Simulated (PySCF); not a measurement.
**Xe (xenon, neutral) across methods**

[Kr] 4d10 5s1 5p6 6s1, high-spin 3S determinant (an excited configuration). Calculation: PySCF 2.14, in x2c-QZVPPall with one added diffuse shell each of s, p, d, f type (14s10p8d5f1g, 128 functions); scalar relativity by spin-free X2C-1e.

```
 method  E (hartree)  mean ε 5p α (eV)  mean ε 5p β (eV)  mean ε 6s α (eV)  Σ⟨r²⟩ (bohr²)   ⟨S²⟩
    PBE     -7445.36           -12.769           -11.980            -2.153          85.83  2.000
  B3LYP     -7445.86           -13.850           -12.765            -2.472          85.77  2.001
    LDA     -7439.12           -12.845           -12.163            -2.280          84.84  2.000
r2SCAN0     -7445.73           -14.635           -13.174            -2.619          86.56  2.004
   BP86     -7446.64           -12.851           -12.117            -2.307          85.32  2.000
 r2SCAN     -7445.77           -13.339           -12.316            -2.223          86.72  2.002
    UHF  -7442.71823           -17.878           -14.814            -3.377          89.75  2.009
```

Problem. Estimate the same row for PBE0.

Solution. E (hartree) = -7445.41; mean ε 5p α (eV) = -14.275; mean ε 5p β (eV) = -12.990; mean ε 6s α (eV) = -2.561; Σ⟨r²⟩ (bohr²) = 86.39; ⟨S²⟩ = 2.001.

The outer electron is Rydberg-like, and this basis confines it to a smaller radius and binds it less than a complete one would.
